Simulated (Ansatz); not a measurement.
`[NH2][Ta](=[O])([OH])[F]` + CH₄ → `[CH3][Ta]([NH2])(=[O])[F]` + H₂O at 700 K and 1 bar (formal exchange of groups at a Ta–O bond).

Computed with Ansatz on PBE0-D4/def2-TZVP structures; ΔE is electronic, products minus reactants. CCSD(T)/CBS adds triple-zeta CCSD(T) − MP2 to the extrapolated MP2 energy (def2 sets, frozen cores). This one scheme is used for every species. def2 core potentials past Kr. For Ta outer-core shells are correlated without core-valence functions, which leaves a few kJ/mol of doubt a bond. One conformer a species, not always the lowest.

```json
{"species": "`[NH2][Ta](=[O])([OH])[F]`", "CCSD(T)/CBS energy (Eh)": "-363.77097", "H − E (kJ/mol)": "189.4", "S (J/(mol·K))": "465.7"}
{"species": "CH₄", "CCSD(T)/CBS energy (Eh)": "-40.46206", "H − E (kJ/mol)": "145.9", "S (J/(mol·K))": "224.0"}
{"species": "`[CH3][Ta]([NH2])(=[O])[F]`", "CCSD(T)/CBS energy (Eh)": "-327.79750", "H − E (kJ/mol)": "254.9", "S (J/(mol·K))": "493.2"}
{"species": "H₂O", "CCSD(T)/CBS energy (Eh)": "-76.37941", "H − E (kJ/mol)": "80.5", "S (J/(mol·K))": "218.4"}
```

H − E and S are ideal-gas, rigid-rotor, harmonic terms from PBE0-D4/def2-TZVP, for one conformer and one mirror image of each species. 1 Eh = 2625.50 kJ/mol, R = 8.31446 J/(mol·K).

Question: By hand: ΔE, ΔH, ΔS and ΔG.

Answer: ΔE = (-327.79750) + (-76.37941) − (-363.77097) − (-40.46206) = 0.05612 Eh = 147.3 kJ/mol. Δ(H − E) = 254.9 + 80.5 − 189.4 − 145.9 = 0.1, so ΔH = 147.4 kJ/mol. ΔS = 493.2 + 218.4 − 465.7 − 224.0 = 21.9 J/(mol·K). ΔG = 147.4 − 700 × (21.9)/1000 = 132.1 kJ/mol.

Question: By hand: the equilibrium constant, and the temperature at which ΔG would vanish if ΔH and ΔS stayed fixed.

Answer: log₁₀ K = −ΔG/(RT ln 10) = -9.9. ΔG = 0 at ΔH/ΔS = 6731 K, far beyond where these terms or the molecules hold.

ΔH outweighs TΔS. A doubt of 5 kJ/mol in ΔE shifts log₁₀ K by 0.4 here. Other conformers and mirror images would add mixing entropy, several J/(mol·K) or more a flexible species. These are equilibria of isolated gas molecules and say nothing of rates. Largest T1 diagnostic: 0.020 (customary marks: 0.02 for closed shells, 0.045 for open ones).
